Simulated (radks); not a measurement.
Results of a calculation; reference values are marked as such.
All-electron atom: Ti+ in [Ar] 3d2 4s1. Code: a radial shooting solver on a logarithmic mesh with Libxc functionals. Model: scalar-relativistic Kohn-Sham, PBE, spin-polarised, spherical densities, finite nucleus; open shells are filled with parallel spins first; Fermi nuclear charge, rms radius 3.5921 fm; hard spherical wall at 4 bohr. Some entries of the table are withheld. Estimate them.

orbital,occ.,eigenvalue (eV),<1/r> (bohr^-1),<r> (bohr)
1s up,1,-4872.022,21.80,0.06959
1s down,1,-4871.955,21.80,0.06959
2s up,1,-540.3060,4.545,0.3251
2s down,1,-539.6626,4.549,0.3248
2p up,3,-447.5699,4.448,0.2901
2p down,3,-447.0573,4.452,0.2898
3s up,1,-67.2554,1.390,1.012
3s down,1,-65.1727,1.390,1.011
3p up,3,-43.5946,1.254,1.094
3p down,3,-41.4843,1.256,1.091
3d up,2,-8.8227,0.9220,1.401
3d down,0,-6.5907,0.9276,1.393
4s up,1,-4.1612,(1),2.315
4s down,0,-1.7885,(2),2.319
4p up,0,2.9462,0.5729,2.369
4p down,0,5.2702,0.5698,2.374
4d up,0,16.3844,0.6555,2.250
4d down,0,18.6017,0.6517,2.258
5s up,0,39.2323,0.6625,2.360
5s down,0,41.5936,0.6646,2.355

Answer. 
(1) 4s up <1/r> (bohr^-1): 0.5720
(2) 4s down <1/r> (bohr^-1): 0.5696
